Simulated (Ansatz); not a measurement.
Start from `OBCBr` and change one element to get `OBCCl`.

Ansatz, PBE0-D4/def2-TZVP geometries, multiplicity 1. Each molecule was computed in one conformer, which needn't be the lowest.

Scalar relativity is left out up to krypton.

```json
{"property": "zero-point energy (PBE0-D4/def2-TZVP) / kJ/mol", "`OBCBr`": "147.3"}
{"property": "HOMO energy (ωB97M-V/def2-TZVPP) / eV", "`OBCBr`": "-10.07"}
{"property": "HOMO–LUMO gap (PBE0/def2-TZVPP) / eV", "`OBCBr`": "6.97"}
{"property": "HOMO energy (B3LYP/def2-TZVPP) / eV", "`OBCBr`": "-7.59"}
{"property": "LUMO energy (B3LYP/def2-TZVPP) / eV", "`OBCBr`": "-1.12"}
{"property": "LUMO energy (ωB97M-V/def2-TZVPP) / eV", "`OBCBr`": "1.10"}
```

Question: What does the change do to each property? (Estimate.)

Answer: Computed: 
```tsv
property	`OBCCl`	shift
zero-point energy (PBE0-D4/def2-TZVP) / kJ/mol	148.3	1.0
HOMO energy (ωB97M-V/def2-TZVPP) / eV	-10.84	-0.77
HOMO–LUMO gap (PBE0/def2-TZVPP) / eV	8.35	1.38
HOMO energy (B3LYP/def2-TZVPP) / eV	-8.32	-0.73
LUMO energy (B3LYP/def2-TZVPP) / eV	-0.45	0.67
LUMO energy (ωB97M-V/def2-TZVPP) / eV	1.75	0.65
```

With PBE0 the HOMO falls by 0.71 eV and the LUMO rises by 0.67 eV, so the gap widens by about 1.38 eV. PBE moves the HOMO by -0.59 eV and ωB97M-V by -0.77 eV.

B3LYP here is the variant with VWN-RPA as its local correlation; programs differ in this.

Spin–orbit coupling is left out; it splits and shifts lone-pair levels of the heavy atoms by tenths of an eV.
